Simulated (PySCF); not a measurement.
## Correlation energy of Xe⁺ (xenon, charge +1)

[Kr] 4d10 5s1 5p6, 2S determinant (an excited configuration). Calculation: PySCF 2.14, in aug-cc-pwCVTZ-DK3 (10s9p7d4f1g, 109 functions); the spin-free X2C one-electron Hamiltonian (Gaussian nucleus). Frozen: [Kr] 4d10; 7 electrons correlated.

```csv
level,correlation energy (mhartree)
CCSD,-265.03
(T),-35.90
CCSD(T),-300.93
```

Diagnostics: T1 = 0.015, D1 = 0.0301, largest double amplitude 0.244.

A double-excitation amplitude exceeds 0.15, a sign of near-degeneracy.

Cost of the coupled-cluster step: roughly 27 core-seconds, for 7 correlated electrons.

Iterations:

```
CC2 = 0
CCSD nocc = (np.int64(4), np.int64(3)), nmo = (86, 86)
frozen orbitals [[0, 1, 2, 3, 4, 5, 6, 7, 8, 9, 10, 11, 12, 13, 14, 15, 16, 17, 18, 19, 20, 21, 22], [0, 1, 2, 3, 4, 5, 6, 7, 8, 9, 10, 11, 12, 13, 14, 15, 16, 17, 18, 19, 20, 21, 22]]
max_cycle = 100
direct = 0
conv_tol = 1e-08
conv_tol_normt = 1e-06
diis_space = 8
diis_start_cycle = 0
Init t2, MP2 energy = -0.196260121348752
Init E_corr(UCCSD) = -0.19626012135005
cycle = 1  E_corr(UCCSD) = -0.225152564498932  dE = -0.0288924431  norm(t1,t2) = 0.161726
cycle = 2  E_corr(UCCSD) = -0.24138156651737  dE = -0.016229002  norm(t1,t2) = 0.111872
cycle = 3  E_corr(UCCSD) = -0.267568143680638  dE = -0.0261865772  norm(t1,t2) = 0.075359
cycle = 4  E_corr(UCCSD) = -0.260965039520554  dE = 0.00660310416  norm(t1,t2) = 0.0135602
cycle = 5  E_corr(UCCSD) = -0.264257554959274  dE = -0.00329251544  norm(t1,t2) = 0.0139694
cycle = 6  E_corr(UCCSD) = -0.26591413150548  dE = -0.00165657655  norm(t1,t2) = 0.00401694
cycle = 7  E_corr(UCCSD) = -0.26532215027905  dE = 0.000591981226  norm(t1,t2) = 0.00324094
cycle = 8  E_corr(UCCSD) = -0.264997940051028  dE = 0.000324210228  norm(t1,t2) = 0.00101952
cycle = 9  E_corr(UCCSD) = -0.265040300702447  dE = -4.23606514e-05  norm(t1,t2) = 0.000119174
cycle = 10  E_corr(UCCSD) = -0.265033339666794  dE = 6.96103565e-06  norm(t1,t2) = 2.48291e-05
cycle = 11  E_corr(UCCSD) = -0.265033581299071  dE = -2.41632276e-07  norm(t1,t2) = 2.34973e-06
cycle = 12  E_corr(UCCSD) = -0.265033665048722  dE = -8.37496516e-08  norm(t1,t2) = 4.85661e-07
cycle = 13  E_corr(UCCSD) = -0.265033633524787  dE = 3.15239351e-08  norm(t1,t2) = 1.90882e-07
cycle = 14  E_corr(UCCSD) = -0.265033634041819  dE = -5.17031917e-10  norm(t1,t2) = 2.26494e-08
UCCSD converged
E(UCCSD) = -7442.498664210317  E_corr = -0.2650336340418193
UCCSD(T) correction = -0.0358997034001389
```
